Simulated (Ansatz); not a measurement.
CHO2 (SMILES O=[C]O) moved off its minimum; all values from Ansatz (a first-principles code), cores frozen in correlated methods. Open shells are unrestricted.
(charge 0, multiplicity 2)
```xyz
4

O      0.9328    -0.6477    -0.1267
C      0.3042     0.3141     0.1700
O     -1.0000     0.7817    -0.0275
H     -1.4444    -0.2307    -0.3338
```

Forces at PBE/def2-TZVPP (eV/Å):

```json
[
 {"atom": "O1", "Fx": "-0.755", "Fy": "-0.121", "Fz": "-0.052"},
 {"atom": "C2", "Fx": "-0.698", "Fy": "1.862", "Fz": "0.094"},
 {"atom": "O3", "Fx": "0.687", "Fy": "-5.260", "Fz": "-0.762"},
 {"atom": "H4", "Fx": "0.766", "Fy": "3.520", "Fz": "0.720"}
]
```

Problem. Give the forces (eV/Å), the total energy and the dipole at CCSD(T)/cc-pVTZ.

Solution. 
```tsv
atom	Fx	Fy	Fz
O1	-1.070	0.129	-0.043
C2	-0.310	1.629	0.152
O3	0.266	-5.868	-1.038
H4	1.114	4.110	0.928
```
Energy -188.8086 hartree, dipole 1.70 D.
